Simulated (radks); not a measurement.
The numbers below are computed, except where a source is named.
Spherical quantum dot in the effective-mass picture: electrons in a hard-walled sphere of radius 6.58, all in effective atomic units (hartree* = m*/eps^2 hartree, bohr* = eps/m* bohr), one dielectric constant everywhere. Level of theory: non-relativistic Kohn-Sham, LDA (Slater exchange, Perdew-Wang correlation), spin-polarised, spherical densities (a radial shooting solver with Libxc functionals). Levels are named by radial order and angular momentum (1s, 1p, 1d, 2s, ...), and open shells are averaged over m. Results are scaled to m* = 0.032 and eps = 4.7, for which hartree* = 39.42 meV and bohr* = 7.772 nm. Each electron was tried in the lowest free levels, single moves between levels near the top were tried too, and the lowest total energy was kept; such a search can miss a lower state. At N = 1 the Hartree and exchange-correlation terms need not cancel, so that row can carry a self-interaction error.

\begin{tabular}{lrrrrrr}
N & open shells & 2S & E (meV) & addition energy mu(N+1) - mu(N) (meV) & e(HOMO) (meV) & rms radius (nm) \\ \hline
1 & 1s(up 1, down 0) & 1 & 4.59826 & 8.811 & 8.2216 & 27.64 \\
2 & none & 0 & 18.0072 & 11.04 & 17.099 & 29.52 \\
3 & 1p(up 1, down 0) & 1 & 42.4586 & 7.210 & 28.022 & 31.51 \\
4 & 1p(up 2, down 0) & 2 & 74.1200 & 7.331 & 35.318 & 32.65 \\
5 & 1p(up 3, down 0) & 3 & 113.112 & 8.955 & 42.670 & 33.46 \\
6 & 1p(up 3, down 1) & 2 & 161.059 & 7.062 & 51.456 & 34.10 \\
7 & 1p(up 3, down 2) & 1 & 216.067 & 7.148 & 58.574 & 34.62 \\
8 & none & 0 & 278.223 & 11.49 & 65.743 & 35.06 \\
9 & 1d(up 1, down 0) & 1 & 351.870 & 7.011 & 77.148 & 35.55 \\
10 & 1d(up 2, down 0) & 2 & 432.528 & 7.031 & 84.171 & 35.95 \\
11 & 1d(up 3, down 0) & 3 & 520.217 & 7.040 & 91.208 & 36.30 \\
12 & 1d(up 4, down 0) & 4 & 614.946 & 7.042 & 98.250 & 36.61 \\
13 & 1d(up 5, down 0) & 5 & 716.717 & 8.658 & 105.29 & 36.88 \\
14 & 1d(up 5, down 1) & 4 & 827.145 & 6.903 & 113.88 & 37.13 \\
15 & 1d(up 5, down 2) & 3 & 944.477 & 6.924 & 120.79 & 37.35 \\
16 & 1d(up 5, down 3) & 2 & 1068.73 & 6.936 & 127.72 & 37.56 \\
17 & 1d(up 5, down 4) & 1 & 1199.92 & 6.942 & 134.66 & 37.75 \\
18 & none & 0 & 1338.06 & 12.22 & 141.61 & 37.93 \\
19 & 1f(up 1, down 0) & 1 & 1488.41 & 6.861 & 153.78 & 38.12 \\
20 & 1f(up 2, down 0) & 2 & 1645.62 & 6.865 & 160.64 & 38.29 \\
21 & 1f(up 3, down 0) & 3 & 1809.70 & 6.867 & 167.51 & 38.46 \\
22 & 1f(up 4, down 0) & 4 & 1980.64 & 6.868 & 174.38 & 38.61 \\
23 & 1f(up 5, down 0) & 5 & 2158.45 & 6.867 & 181.25 & 38.75 \\
24 & 1f(up 6, down 0) & 6 & 2343.13 & 6.866 & 188.11 & 38.89 \\
25 & 1f(up 7, down 0) & 7 & 2534.68 & 8.459 & 194.98 & 39.01 \\
26 & 1f(up 7, down 1) & 6 & 2734.68 & - & 203.40 & 39.13 \\
\end{tabular}

All shells are closed at N = 2, 8, 18 (there: 1s2 1p6 1d10); the second difference of the energy has clear peaks (12 % above both neighbours; the first and last values, which can be the largest, are not judged, and half-filled shells can peak too) at N = 2, 5, 8, 13, 18.
